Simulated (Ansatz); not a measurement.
Isolated molecules relaxed with PBE0-D4/def2-TZVP in Ansatz; ΔE leaves out vibrations. CBS: MP2 limit from def2 TZ/QZ plus the TZ coupled-cluster correction, frozen cores. This one scheme is used for every species. DFT in def2-TZVPP. B3LYP here is the variant with VWN-RPA as its local correlation; programs differ in this. For Zn outer-core shells are correlated without core-valence functions, which leaves a few kJ/mol of doubt a bond. Scalar relativity is left out up to krypton. Each species was taken in one conformer, which may not be the lowest.

Consider the substitution at a C–Zn bond: `C#[C][ZnH]` + H₂S → `C#CS` + `[ZnH2]`.

(1) Is it downhill or uphill in electronic energy at CCSD(T)/CBS, and by how much? (Best estimate.)

(2) What do these levels give: B97M-V, BHLYP-D4, CAM-B3LYP-D4, revPBE, BLYP, B3LYP, r2SCAN0, LC-ωPBE, HF/def2-SVP, CCSD/def2-SVP, CCSD(T)/def2-SVP, HF/CBS(def2)? (Best estimate.)

Largest T1 diagnostic among the species: 0.016.

Results:

(1) Computed: Uphill: ΔE = +23.6 kcal/mol.

(2) The calculation gave: B97M-V 19.0, BHLYP-D4 22.0, CAM-B3LYP-D4 21.4, revPBE 19.3, BLYP 20.0, B3LYP 20.9, r2SCAN0 21.6, LC-ωPBE 21.7, HF/def2-SVP 25.6, CCSD/def2-SVP 24.8, CCSD(T)/def2-SVP 24.4, HF/CBS(def2) 24.6 kcal/mol.

At CCSD(T), def2-SVP lies +0.9 kcal/mol from the extrapolated value and def2-TZVPP +0.9 kcal/mol. From PBE to PBE0 (25 % exact exchange), in def2-TZVPP and without D4, ΔE moves by +1.3 kcal/mol.
